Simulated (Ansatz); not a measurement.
`[CH3][Bi]([F])[Cl]` + HCl → `[CH3][Bi]([Cl])[Cl]` + H–F  (ligand exchange at a Bi–F bond)

Gas-phase electronic energies from Ansatz, PBE0-D4/def2-TZVP geometries. CCSD(T)/CBS adds triple-zeta CCSD(T) − MP2 to the extrapolated MP2 energy (def2 sets, frozen cores). This one scheme is used for every species. Functionals use def2-TZVPP. Elements past krypton have def2 core potentials. For Bi outer-core shells are correlated without core-valence functions, which leaves a few kJ/mol of doubt a bond.

`[CH3][Bi]([F])[Cl]`:

```xyz
7

C    -0.488   -0.405    0.691
Bi    0.362    1.360   -0.366
F     2.224    0.592   -0.301
Cl   -0.255    0.517   -2.568
H    -1.566   -0.443    0.528
H    -0.011   -1.285    0.260
H    -0.266   -0.336    1.756
```

HCl:

```xyz
2

Cl   -0.631    0.017    0.100
H     0.631   -0.017   -0.100
```

`[CH3][Bi]([Cl])[Cl]`:

```xyz
7

C     0.905    0.040   -0.321
Bi   -1.293   -0.141   -0.655
Cl   -1.804    1.797    0.741
Cl   -1.540   -1.903    1.018
H     1.398   -0.856   -0.700
H     1.272    0.928   -0.837
H     1.061    0.134    0.753
```

H–F:

Z-matrix (Å, degrees):
```
F
H 1 0.920
```

| level | ΔE (kJ/mol) |
| --- | --- |
| PBE-QIDH | -48.2 |
| MP2/def2-QZVPP | -50.1 |
| SCS-MP2/def2-QZVPP | -43.4 |
| CCSD/CBS(def2) | -43.4 |

(1) What does CCSD(T)/CBS give? (Estimate.)

(2) What do rigid-rotor, harmonic-oscillator terms from PBE0-D4/def2-TZVP frequencies (298.15 K, 1 bar) make of the CCSD(T)/CBS value? (An estimate is asked.)

Largest T1 diagnostic among the species: 0.014.

## Answers

(1) Ansatz gave: -43.5 kJ/mol. The listed levels differ from it by -4.7, -6.6, 0.1, 0.1 kJ/mol.

(2) Computed: ΔZPE = +5.4 kJ/mol, ΔH = -37.4 kJ/mol, ΔS = -3 J/(mol·K), ΔG = -36.4 kJ/mol.

At CCSD(T), def2-SVP lies +6.7 kJ/mol from the extrapolated value and def2-TZVPP +0.7 kJ/mol. From r2SCAN to r2SCAN0 (25 % exact exchange), in def2-TZVPP and without D4, ΔE moves by −8.8 kJ/mol.
